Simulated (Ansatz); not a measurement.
Consider the cleavage of the Si–Ga bond: `[NH2][GaH][SiH2]O` + `OC=S` → `O[SiH2]OC=S` + `[NH2][GaH2]`.

Program: Ansatz. Geometries: PBE0-D4/def2-TZVP. ΔE: electronic, gas phase. CCSD(T)/CBS is the MP2 limit (def2-TZVPP, def2-QZVPP) plus CCSD(T) − MP2 in def2-TZVPP, frozen cores. This one scheme is used for every species. DFT in def2-TZVPP. For Ga outer-core shells are correlated without core-valence functions, which leaves a few kJ/mol of doubt a bond. Scalar relativity is left out up to krypton. One conformer a species, not always the lowest.

CCSD(T)/CBS gives -95.9 kJ/mol.

(1) Another level gave -100.7 kJ/mol. Which?
A. MP2/def2-TZVPP
B. r2SCAN-D4/def2-TZVPP
C. HF/def2-TZVPP
D. CCSD/def2-TZVPP

Largest T1 diagnostic among the species: 0.018.

## Answers

(1) D. CCSD/def2-TZVPP -100.7, r2SCAN-D4 -92.9, HF/def2-TZVPP -118.6, MP2/def2-TZVPP -105.3 kJ/mol.

From PBE to PBE0 (25 % exact exchange), in def2-TZVPP and without D4, ΔE moves by −8.3 kJ/mol. In def2-TZVPP, CCSD(T) changes the Hartree–Fock value by +19.8 kJ/mol (the triples alone add +1.9 kJ/mol) and MP2 by +13.3 kJ/mol.
